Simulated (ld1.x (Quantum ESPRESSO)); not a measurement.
# Pb (Z = 82), TM: configuration errors across variants

ld1.x (Quantum ESPRESSO) 7.5 input, shortened:

```
&input
   title='Pb', zed=82., rel=2, dft='PBESOL', iswitch=3,
   config='[Xe] 4f14 5d10 6s2 6p2', rel_dist='average'
 /
 &inputp
   pseudotype=2, tm=.true., lloc=0,
   nlcc=.true., new_core_ps=.true., rcore=1.30
 /
3
6P  2  1   2.00   0.00  2.70  2.70  0.0
5D  3  2  10.00   0.00  1.75  1.75  0.0
6S  1  0   2.00   0.00  2.15  2.15  0.0
 &test
   configts(1)='5d10 6s2 6p2'
 /
```

Open shells are filled in proportion to 2j + 1 (rel_dist='average').

All-electron excitation energies from the reference (eV): (1) 5d10 6s2 6p1 6.721; (2) 5d10 6s2 6p0 20.330; (3) 5d10 6s1 6p0 52.805; (4) 5d10 6s2 6p1.5 2.560; (5) 5d10 6s2 6p2.3 -0.837; (6) 5d10 6s0 6p0 95.512; (7) 5d10 6s1 6p3 8.600.

3 further variants failed, have other tests or another functional or relativity, and are left out.

A true bound ghost makes a file unfit for plane-wave use even where its test errors are small: the radial tests pick states by their node count and pass the ghost by.

Errors AE − PS in meV (a dash: test not solved or not reliable):

```csv
change,(1),(2),(3),(4),(5),(6),(7),bound ghosts
base,-0.2,-7.9,-28,0.0,-0.1,-92,-2.8,none
"all radii but the core radius scaled by about 1.11 (s 2.38, p 2.98, d 1.94 bohr)",-0.2,-9.9,-35,0.0,-0.1,-120,-1.1,none
wave 6s (bound): rc 2.15 bohr becomes 6s (bound): rc 3.32 bohr,+4.6,+20,-9.8,+1.0,+0.1,-474,-46,none
"type ultrasoft; waves now 6s (bound): rcut 1.85, rcutus 2.15 bohr; 6s channel at 1.8 Ry: rcut 1.85, rcutus 2.15 bohr; 6p (bound): rcut 2.35, rcutus 2.70 bohr; 6p channel at 3.25 Ry: rcut 2.35, rcutus 2.70 bohr; 5d (bound): rcut 1.50, rcutus 1.75 bohr; 5d channel at -0.2 Ry: rcut 1.50, rcutus 1.75 bohr; local potential all-electron potential smoothed inside 1.70 bohr (lloc = -1); augmentation built from norm-conserving waves at rcut, not smoothed further",+18,-9.1,-28,+4.9,+1.3,-75,+8.0,s
```

Give the same row for: wave 5d (bound): rc 1.75 bohr becomes 5d (bound): rc 1.26 bohr.

-0.1, -7.8, -27, +0.1, -0.1, -91, -2.8; bound ghosts: none.
